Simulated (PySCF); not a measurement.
## TDDFT excited states: C4H9NO2

C4H9NO2.
SMILES: `N(=C\COCOC)/[H]`

The calculation used TDDFT PBE0/def2-SVPD, vertical, gas phase, core orbitals frozen in the response in PySCF. Geometry: GFN2-xTB, one conformer, isolated molecule. Torsions of this conformer, `[H]/[N:7]=[CH:6]/[CH2:5][O:4][CH2:3][O:2][CH3:1]`: C1–O2–C3–O4 -66°, O2–C3–O4–C5 -78°, C3–O4–C5–C6 73°, O4–C5–C6–N7 141°.

**Question.** Predict the UV-vis stick spectrum at this level.

**Answer.** 

```json
{"state": "S1", "E (eV)": "5.06", "λ (nm)": "244.9", "f": "0.0018", "|μ| (D)": "0.30", "main configurations (H = HOMO, L = LUMO)": "H→L (95%)"}
{"state": "S2", "E (eV)": "6.75", "λ (nm)": "183.7", "f": "0.0035", "|μ| (D)": "0.37", "main configurations (H = HOMO, L = LUMO)": "H-2→L (48%), H-1→L (46%)"}
{"state": "S3", "E (eV)": "6.86", "λ (nm)": "180.9", "f": "0.0028", "|μ| (D)": "0.33", "main configurations (H = HOMO, L = LUMO)": "H-1→L (51%), H-2→L (47%)"}
{"state": "S4", "E (eV)": "7.01", "λ (nm)": "176.8", "f": "0.010", "|μ| (D)": "0.63", "main configurations (H = HOMO, L = LUMO)": "H→L+1 (72%), H→L+2 (13%), H→L+3 (10%)"}
{"state": "S5", "E (eV)": "7.39", "λ (nm)": "167.9", "f": "0.0087", "|μ| (D)": "0.56", "main configurations (H = HOMO, L = LUMO)": "H→L+2 (72%), H→L+1 (17%)"}
{"state": "S6", "E (eV)": "7.51", "λ (nm)": "165.1", "f": "0.056", "|μ| (D)": "1.40", "main configurations (H = HOMO, L = LUMO)": "H-3→L (85%), H-4→L (8%)"}
```

Triplets (Tamm–Dancoff): T1 4.23 eV, H→L (90%); T2 5.15 eV, H-3→L (44%), H-4→L (44%).

The lowest singlet lies at 5.06 eV (245 nm, ultraviolet) and is very weak; its leading configuration is HOMO→LUMO (95%). The strongest level in the table is S6 at 7.51 eV (165 nm, f = 0.056). It is the last of those listed, so stronger ones may follow. Löwdin shares by element: HOMO nitrogen 46%, carbon 21% or more, oxygen 9% or more (atoms not listed hold the other 23%); LUMO carbon 45% or more, nitrogen 36%, hydrogen 5% or more. The oscillator strengths of these states sum to 0.083; summed over the whole spectrum of an exact calculation they would give the number of electrons, 56 (Thomas–Reiche–Kuhn). Weighted by f, the mean energy of these states is 7.33 eV. Orbital energies (eV): HOMO-3 -8.84, HOMO-2 -8.61, HOMO-1 -8.24, HOMO -7.36, LUMO -0.33, LUMO+1 0.73, LUMO+2 1.17. The window holds the lowest 6 singlets.
